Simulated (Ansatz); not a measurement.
AgGe5⁺, relaxed as a singlet with RKS PBE-D4/def2-SVP in Ansatz, starting from the GFN2-xTB geometry. Force threshold 0.02 eV/Å.

In the def2 sets Ag takes a core potential; there is no spin–orbit coupling. The structure comes from a short search, and lower isomers may exist.

Start:

Cartesian coordinates in Å:
```
Ag 0.3755 -1.6601 -2.2688
Ge 1.1688 -0.1028 0.8915
Ge -1.2776 -0.3341 -0.0980
Ge 0.1468 2.9099 -0.2716
Ge 0.2065 -2.3491 0.1666
Ge -0.6200 1.5363 1.5802
```

```csv
step,energy (eV),largest force component (eV/Å),SCF passes
1,-286508.1788,0.315,26
2,-286508.2736,0.292,24
3,-286508.3698,0.313,24
4,-286508.4796,0.344,30
5,-286508.6050,0.317,29
6,-286508.7685,0.449,29
7,-286508.9381,0.338,29
8,-286509.0387,0.351,28
9,-286509.1165,0.398,28
10,-286509.1299,0.591,27
11,-286509.1803,0.240,23
12 (rejected),-286509.1718,0.430,28
13,-286509.2113,0.125,24
14,-286509.2204,0.198,24
15,-286509.2282,0.084,24
16,-286509.2288,0.087,24
17,-286509.2312,0.021,23
18,-286509.2313,0.014,24
```

Force components are those of the run's own axes.

End:

Cartesian coordinates in Å:
```
Ag 0.5801 -0.4624 -1.9901
Ge 1.3229 -0.2056 0.5699
Ge -1.4612 -0.4295 0.3193
Ge 0.3735 1.8658 -0.6597
Ge 0.0759 -2.4060 0.2634
Ge -0.8912 1.6378 1.4971
```

Bonds lost: Ge2–Ge6 (atoms count from 1). Bonds formed: Ag1–Ge2, Ag1–Ge4, Ge2–Ge4 (atoms count from 1). The end is the same structure that another start reached.

No frequencies were taken in this run, so the end may be a saddle point.

It took 62 s on 4 threads of Arm Neoverse V1 on a shared host.
